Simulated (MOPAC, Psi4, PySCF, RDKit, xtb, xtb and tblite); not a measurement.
Two geometries of SMILES C=Cc1ccccc1B(O)O, relaxed at GFN2-xTB with one dihedral held; other torsions can differ between them too.

Structure A

```
20

C     -1.2569    -0.3131    -2.7782
C     -0.9562    -0.6320    -1.5256
C     -0.3901     0.2738    -0.5264
C     -0.5951     1.6504    -0.6063
C     -0.0672     2.5026     0.3435
C      0.6708     1.9880     1.3964
C      0.8706     0.6223     1.4900
C      0.3560    -0.2560     0.5405
B      0.6523    -1.8099     0.6857
O      1.3300    -2.5337    -0.2518
O      0.2767    -2.4392     1.8159
H     -1.6701    -1.0365    -3.4604
H     -1.0962     0.6746    -3.1768
H     -1.1104    -1.6482    -1.1836
H     -1.1945     2.0522    -1.4096
H     -0.2387     3.5669     0.2688
H      1.0806     2.6482     2.1467
H      1.4364     0.2185     2.3168
H      1.5800    -2.0703    -1.0489
H      0.5233    -3.3652     1.8468
```

Structure B

```
20

C      1.6406    -0.3804    -2.5636
C      0.5475    -0.5404    -1.8297
C      0.1834     0.2964    -0.6824
C      0.4274     1.6674    -0.7284
C      0.0584     2.4911     0.3173
C     -0.5723     1.9518     1.4261
C     -0.8166     0.5921     1.4801
C     -0.4453    -0.2635     0.4440
B     -0.6768    -1.8193     0.6357
O      0.1393    -2.7852     0.1262
O     -1.7194    -2.2196     1.3949
H      1.8571    -1.0143    -3.4070
H      2.3671     0.3845    -2.3440
H     -0.1503    -1.3338    -2.0686
H      0.8904     2.0898    -1.6085
H      0.2528     3.5526     0.2631
H     -0.8739     2.5903     2.2435
H     -1.3078     0.1650     2.3414
H      0.8800    -2.4811    -0.3970
H     -1.7798    -3.1707     1.4945
```

### Question
Which is lower in energy at the level B3LYP-D3(BJ)/def2-SVP // GFN2-xTB (Psi4 1.11), and by how much?

### Answer
B is lower, by 1.67 kcal/mol (dihedral C3–C8–B9–O10: 60° in A, 30° in B).

E(B) − E(A) in kcal/mol at the other levels, on the same two geometries: GFN2-xTB (xtb and tblite) -0.43; B3LYP/def2-SVP // GFN2-xTB (Psi4) -1.46; PBE/def2-SVP // GFN2-xTB (Psi4) -1.51; PBE-D3(BJ)/def2-SVP // GFN2-xTB (Psi4) -1.63; UFF // GFN2-xTB (RDKit) -1.63; PM6, restricted, heats of formation // GFN2-xTB (MOPAC) -0.25; PM3, restricted, heats of formation // GFN2-xTB (MOPAC) 0.70; GFN1-xTB // GFN2-xTB (xtb) -1.07; restricted B3LYP/6-31G*, spherical d, density fitting // GFN2-xTB (PySCF) -2.04; restricted Hartree-Fock/LANL2DZ, density fitting // GFN2-xTB (PySCF) -2.45; restricted MP2 (frozen core)/3-21G // GFN2-xTB (PySCF) -2.74; restricted B3LYP/6-311+G**, spherical d, density fitting // GFN2-xTB (PySCF) -1.51.
